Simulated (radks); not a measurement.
The numbers below are computed, except where a source is named.
Task: These are the eigenvalues of the occupied orbitals of an atom or ion with whole-number occupations (hartree). Level of theory: Dirac Kohn-Sham, LB94 model potential, spin-unpolarised, spherical densities, finite nucleus; Fermi nuclear charge, rms radius of each element as measured or else 0.836 A^(1/3) + 0.57 fm (a radial shooting solver on a logarithmic mesh with Libxc functionals).

| orbital | eigenvalue |
|---|---|
| 1s1/2 | -321.7936 |
| 2s1/2 | -53.71119 |
| 2p1/2 | -49.22425 |
| 2p3/2 | -48.55979 |
| 3s1/2 | -18.30056 |
| 3p1/2 | -16.89880 |

Which element is it, and in what charge state? The configuration may be excited. Open shells, if any, fill j = l - 1/2 first.

Result: Z = 28, nickel, charge +14: Ni14+ in [Ne] 3s2 3p2. The list shows which subshells hold electrons but not how many an open one holds; the 1s level, -321.79 hartree, gives Z - s = 25.4 by -(Z - s)^2/2, which with screening and relativity narrows Z to a few neighbours, and the depths of the outer levels then fix element, charge and occupations together.
